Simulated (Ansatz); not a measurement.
One change: `[NH2][Zn][SH]` becomes `[NH2][ZnH]`.

Ansatz, PBE0-D4/def2-TZVP geometries, multiplicity 1. Each molecule was computed in one conformer, which needn't be the lowest.

Scalar relativity is left out up to krypton.

```csv
property,`[NH2][Zn][SH]`
HOMO–LUMO gap (ωB97M-V/def2-TZVPP) / eV,10.32
LUMO energy (ωB97M-V/def2-TZVPP) / eV,0.86
LUMO energy (PBE0/def2-TZVPP) / eV,-0.63
zero-point energy (PBE0-D4/def2-TZVP) / kJ/mol,88.5
HOMO energy (PBE0/def2-TZVPP) / eV,-7.09
LUMO energy (B3LYP/def2-TZVPP) / eV,-0.94
```

Question: Give the same properties after the change, and the shifts. (Best estimate.)

Answer: Ansatz gave: 
| property | `[NH2][ZnH]` | shift |
| --- | --- | --- |
| HOMO–LUMO gap (ωB97M-V/def2-TZVPP) / eV | 10.18 | -0.14 |
| LUMO energy (ωB97M-V/def2-TZVPP) / eV | 1.03 | 0.17 |
| LUMO energy (PBE0/def2-TZVPP) / eV | -0.27 | 0.36 |
| zero-point energy (PBE0-D4/def2-TZVP) / kJ/mol | 80.3 | -8.2 |
| HOMO energy (PBE0/def2-TZVPP) / eV | -6.77 | 0.32 |
| LUMO energy (B3LYP/def2-TZVPP) / eV | -0.56 | 0.38 |

The zero-point energy changes by -8.2 kJ/mol with -3 modes.

B3LYP here is the variant with VWN-RPA as its local correlation; programs differ in this.
